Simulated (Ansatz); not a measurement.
Mulliken charges of BrH₂NSn, SMILES `[NH2][Sn][Br]` from PBE/def2-TZVPP in Ansatz (PBE0-D4/def2-TZVP geometry).

```
atom   x (Å)   y (Å)   z (Å)  charge (e)
  N1  -0.601   0.263  -0.434      -0.522
 Sn2  -0.230  -0.973   1.100       0.596
 Br3   2.282  -0.587   1.022      -0.400
  H4   0.119   0.770  -0.928       0.171
  H5  -1.520   0.454  -0.802       0.155
```

Task: By hand: the dipole of these point charges (1 e Å = 4.8032 D).

Result: Σ q r = (-0.951, -0.280, 0.190) e Å, of length 1.009 e Å = 4.85 D.

Task: How does the dipole of the full density compare? (Best estimate.)

Result: Ansatz gave: (-0.643, 0.031, -0.135) e Å, 3.16 D; the point charges give 1.53 times that, at 30° from its direction.

Point charges leave out the atoms' own dipoles, such as those of lone pairs, and Mulliken's split depends on the basis, so the two needn't agree.
